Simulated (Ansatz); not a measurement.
Compare A (`C[C@]1(F)O[Si@H]1O`) with its isomer B (`O[Si@@H](F)[C@@H]1CO1`).

Program: Ansatz. Geometries: PBE0-D4/def2-TZVP. ΔE: electronic, gas phase. CCSD(T)/CBS is the MP2 limit (def2-TZVPP, def2-QZVPP) plus CCSD(T) − MP2 in def2-TZVPP, frozen cores. DFT in def2-TZVPP. B3LYP here is the variant with VWN-RPA as its local correlation; programs differ in this. One conformer a species, not always the lowest.

Q: Which is lower in electronic energy at CCSD(T)/CBS, and by how much? (An estimate is asked.)

A: Computed: B, by 19.9 kcal/mol.

Q: Give E(B) − E(A) in kcal/mol with HF/def2-TZVPP, CCSD(T)/def2-TZVPP, B3LYP, PBE0-D4, ωB97M-V, CCSD/def2-TZVPP, r2SCAN-D4. (Best estimate.)

A: The calculation gave: HF/def2-TZVPP -22.6, CCSD(T)/def2-TZVPP -20.1, B3LYP -18.1, PBE0-D4 -18.1, ωB97M-V -18.4, CCSD/def2-TZVPP -20.8, r2SCAN-D4 -17.3. None reverses the order clearly.

Largest T1 diagnostic: 0.013.

From PBE to PBE0 (25 % exact exchange), in def2-TZVPP and without D4, E(B) − E(A) moves by −1.9 kcal/mol. In def2-TZVPP, CCSD(T) changes the Hartree–Fock value by +2.5 kcal/mol (the triples alone add +0.7 kcal/mol) and MP2 by +1.5 kcal/mol.
